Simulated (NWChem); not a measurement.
Everything below was run with NWChem. System: F₂Mg, charge 0, spin multiplicity 1, at a geometry optimised with PBE/def2-SVP. The structure started from a generated list of species. Level: MP2/def2-TZVP, 7 core orbitals frozen.

Job file:

```
start mol
memory heap 200 mb stack 900 mb global 1100 mb
geometry units angstroms nocenter noautoz
  Mg     0.000000     0.000000     0.000000
  F      0.000000     0.000000     1.768196
  F      0.000000     0.000000    -1.768196
  symmetry group D2h
end
basis spherical
  * library def2-tzvp
end
scf
  rhf
  nopen 0
  maxiter 100
  thresh 1e-7
  semidirect memsize 60000000 filesize 0
end
mp2
  freeze core 7
end
task mp2 energy
```

Part of the output:

```
             Northwest Computational Chemistry Package (NWChem) 7.3.0
             --------------------------------------------------------

                                NWChem Input Module
                                -------------------

 Scaling coordinates for geometry "geometry" by  1.889725989
 (inverse scale =  0.529177249)

 Turning off AUTOSYM since
 SYMMETRY directive was detected!

                             Geometry "geometry" -> ""
                             -------------------------

 Output coordinates in angstroms (scale by  1.889725989 to convert to a.u.)

  No.       Tag          Charge          X              Y              Z
 ---- ---------------- ---------- -------------- -------------- --------------
    1 Mg                  12.0000     0.00000000     0.00000000     0.00000000
    2 F                    9.0000     0.00000000     0.00000000     1.76819600
    3 F                    9.0000     0.00000000     0.00000000    -1.76819600

 Effective nuclear repulsion energy (a.u.)      76.7640942341

            Nuclear Dipole moment (a.u.)
            ----------------------------
        X                 Y               Z
 ---------------- ---------------- ----------------
     0.0000000000     0.0000000000     0.0000000000

      Symmetry information
      --------------------

 Group name             D2h
 Group number             26
 Group order               8
 No. of unique centers     2

      Symmetry unique atoms

     1    2


 Summary of "ao basis" -> "" (spherical)
 ------------------------------------------------------------------------------
       Tag                 Description            Shells   Functions and Types
 ---------------- ------------------------------  ------  ---------------------
 *                         def2-tzvp                  on all atoms

 Summary of "ao basis" -> "ao basis" (spherical)
 ------------------------------------------------------------------------------
       Tag                 Description            Shells   Functions and Types
 ---------------- ------------------------------  ------  ---------------------
 Mg                        def2-tzvp                12       32   5s4p3d
 F                         def2-tzvp                11       31   5s3p2d1f

                                 NWChem SCF Module
                                 -----------------

  ao basis        = "ao basis"
  functions       =    94
  atoms           =     3
  closed shells   =    15
  open shells     =     0
  charge          =   0.00
  wavefunction    = RHF
  use symmetry    = T
  symmetry adapt  = T

 Summary of "ao basis" -> "ao basis" (spherical)
 ------------------------------------------------------------------------------
       Tag                 Description            Shells   Functions and Types
 ---------------- ------------------------------  ------  ---------------------
 Mg                        def2-tzvp                12       32   5s4p3d
 F                         def2-tzvp                11       31   5s3p2d1f

      Symmetry analysis of basis
      --------------------------

        ag         25
        au          3
        b1g         6
        b1u        18
        b2g        10
        b2u        11
        b3g        10
        b3u        11

 Forming initial guess at       0.0s

      Superposition of Atomic Density Guess
      -------------------------------------

 Sum of atomic energies:        -398.44278792

      Non-variational initial energy
      ------------------------------
[...]
   Bfn.  Coefficient  Atom+Function         Bfn.  Coefficient  Atom+Function
  ----- ------------  ---------------      ----- ------------  ---------------
    38      0.335162  2 F  px                69     -0.335162  3 F  px
    41      0.295035  2 F  px                72     -0.295035  3 F  px
    44      0.198019  2 F  px                75     -0.198019  3 F  px

 Vector   16  Occ=0.000000D+00  E= 1.138423D-02  Symmetry=ag
              MO Center=  2.1D-16,  2.3D-16, -6.5D-16, r^2= 6.3D+00
   Bfn.  Coefficient  Atom+Function         Bfn.  Coefficient  Atom+Function
  ----- ------------  ---------------      ----- ------------  ---------------
     5      1.060814  1 Mg s                 30     -0.209942  1 Mg d  0

 Vector   17  Occ=0.000000D+00  E= 7.836298D-02  Symmetry=b2u
              MO Center=  1.4D-32, -4.6D-17,  1.3D-17, r^2= 6.7D+00
   Bfn.  Coefficient  Atom+Function         Bfn.  Coefficient  Atom+Function
  ----- ------------  ---------------      ----- ------------  ---------------
    16      1.060545  1 Mg py                45     -0.166572  2 F  py
    76     -0.166572  3 F  py

 Vector   18  Occ=0.000000D+00  E= 7.836298D-02  Symmetry=b3u
              MO Center= -1.1D-16,  1.2D-30,  2.8D-17, r^2= 6.7D+00
   Bfn.  Coefficient  Atom+Function         Bfn.  Coefficient  Atom+Function
  ----- ------------  ---------------      ----- ------------  ---------------
    15      1.060545  1 Mg px                44     -0.166572  2 F  px
    75     -0.166572  3 F  px

 center of mass
 --------------
 x =   0.00000000 y =   0.00000000 z =   0.00000000

 moments of inertia (a.u.)
 ------------------
         424.234029445911           0.000000000000           0.000000000000
           0.000000000000         424.234029445911           0.000000000000
           0.000000000000           0.000000000000           0.000000000000

  Mulliken analysis of the total density
  --------------------------------------

    Atom       Charge   Shell Charges
 -----------   ------   -------------------------------------------------------
    1 Mg  12    10.66   2.00  0.70  1.29  0.22 -0.03  5.14  0.88  0.18  0.05  0.00  0.16  0.07
    2 F    9     9.67   0.77  1.20  0.59  0.99  0.40  2.23  2.28  1.19  0.00  0.00  0.00
    3 F    9     9.67   0.77  1.20  0.59  0.99  0.40  2.23  2.28  1.19  0.00  0.00  0.00

       Multipole analysis of the density wrt the origin
       ------------------------------------------------

     L   x y z        total         open         nuclear
     -   - - -        -----         ----         -------
     0   0 0 0     -0.000000      0.000000     30.000000

     1   1 0 0      0.000000      0.000000      0.000000
     1   0 1 0     -0.000000      0.000000      0.000000
     1   0 0 1      0.000000      0.000000      0.000000

     2   2 0 0    -11.285232      0.000000      0.000000
     2   1 1 0     -0.000000      0.000000      0.000000
     2   1 0 1      0.000000      0.000000      0.000000
     2   0 2 0    -11.285232      0.000000      0.000000
     2   0 1 1      0.000000      0.000000      0.000000
     2   0 0 2    -27.099812      0.000000    200.969885

                   NWChem MP2 Semi-direct Energy/Gradient Module
                   ---------------------------------------------

  Basis functions       =     94
  Molecular orbitals    =     94
  Frozen core           =      7
  Frozen virtuals       =      0
  Active alpha occupied =      8
  Active beta occupied  =      8
  Active alpha virtual  =     79
  Active beta virtual   =     79
  Use MO symmetry       = T
  Use skeleton AO sym   = T

  AO/Fock/Back tols     =   1.0D-09  1.0D-09  1.0D-09

 GA uses MA = F    GA memory limited = T

 Available:
  local mem=  1.26D+08
 global mem=  1.44D+08
 local disk=  0.00D+00
  mp2_memr nvloc                    79
  nvloc new                    79
   1 passes of   8:        4194304                      49612                   8646917.
   1 passes of   8: M    126151091           G      144161528           F     121956787.

 Semi-direct pass number   1 of   1  for RHF alpha+beta  at        0.8s
  vrange nnbf                  4017
  mp2_eaftype                    32  avail_ma_in_mb                  1099
 EAF : mp2_eaftype filesize          32    4323459.
  mp2_eaf for mointskh                     32
Node 0 wrote     20.3 Mb in      0.0 s     Agg I/O rate:  1834.3 Mb/s
 Done moints_semi at        2.6s
  mp2_eaftype                    32  avail_ma_in_mb                  1067
 EAF : mp2_eaftype filesize          32    4323459.
  mp2_eaf for kh                    32
 Done maket at        2.8s
 Done multipass loop at        2.8s

          -------------------------------------------
          SCF energy                -398.705700643647
          Correlation energy          -0.549931089629
          Singlet pairs               -0.332176177101
          Triplet pairs               -0.217754912528
          Total MP2 energy          -399.255631733276
          -------------------------------------------

          ---------------------------------------------------
                    Spin Component Scaled (SCS) MP2
          Same spin pairs                     -0.145169941685
          Same spin scaling factor             0.333333333333
          Opposite spin pairs                 -0.404761147944
          Opposite spin scaling fact.          1.200000000000
          SCS-MP2 correlation energy          -0.534103358094
          Total SCS-MP2 energy              -399.239804001742
          ---------------------------------------------------

 -----------------------
 Performance information
 -----------------------

 Timer overhead =  1.66D-07 seconds/call

               Nr. of calls         CPU time (s)                 Wall time (s)                GFlops
             ---------------    -------------------     ------------------------------   -------------------
Name         Min   Avg   Max    Min     Avg     Max     Min     Avg     Max   Mx/calls   Min     Max     Sum
mp2: moin     1     1     1    1.8     1.8     1.8      1.8     1.8     1.8     1.8      0.0     0.0     0.0
mp2: make     1     1     1   0.18    0.18    0.18     0.18    0.18    0.18    0.18      0.0     0.0     0.0
mp2: tota     1     1     1    2.0     2.0     2.0      2.0     2.0     2.0     2.0      0.0     0.0     0.0

 The average no. of pstat calls per process was 3.00D+00
 with a timing overhead of 4.98D-07s

 Task  times  cpu:        2.8s     wall:        2.8s

 Total times  cpu:        2.8s     wall:        2.8s
```
